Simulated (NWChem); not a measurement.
C$_{3}$H$_{5}$ClSi; SMILES ClC1=CC[SiH2]1

```xyz
10

Cl     0.1223    -2.0761     0.0000
C     -0.1047    -0.3775     0.0000
C     -1.2700     0.3037     0.0000
C     -0.9232     1.7810     0.0000
Si     0.8964     1.2041     0.0000
H     -2.2838    -0.1194     0.0000
H     -1.2707     2.3245    -0.8939
H     -1.2707     2.3245     0.8939
H      1.7134     1.5009    -1.2149
H      1.7134     1.5009     1.2149
```
Atoms are numbered in this order, from 1.

Level: PBE0/def2-SVP (NWChem), optimised geometry, unscaled harmonic frequencies. 

**Question.** List the harmonic frequencies with IR intensities, and the thermochemistry.

**Answer.** 
| frequency (cm⁻¹) | IR intensity (km/mol) |
|---|---|
| 189 | 0.2 |
| 250 | 2.1 |
| 274 | 1.7 |
| 455 | 6.3 |
| 532 | 7.7 |
| 575 | 35.3 |
| 654 | 28.5 |
| 693 | 2.0 |
| 779 | 99.1 |
| 807 | 48.0 |
| 877 | 10.0 |
| 954 | 110.5 |
| 958 | 21.4 |
| 1059 | 67.2 |
| 1093 | 7.9 |
| 1147 | 27.7 |
| 1240 | 7.4 |
| 1417 | 0.8 |
| 1643 | 20.8 |
| 2232 | 117.0 |
| 2239 | 119.4 |
| 3076 | 13.9 |
| 3135 | 2.7 |
| 3163 | 11.2 |

```
Property                                                                            Value
-----------------------------------------------------------------------  ----------------
zero-point energy                                                           42.1 kcal/mol
thermal correction to the enthalpy at 298.15 K (with zero-point energy)     46.2 kcal/mol
heat capacity Cv                                                         20.6 cal/(mol K)
entropy at 298.15 K and 1 atm (symmetry number 1)                        76.0 cal/(mol K)
dipole moment                                                                      1.67 D
```

Rigid rotor and harmonic oscillator.
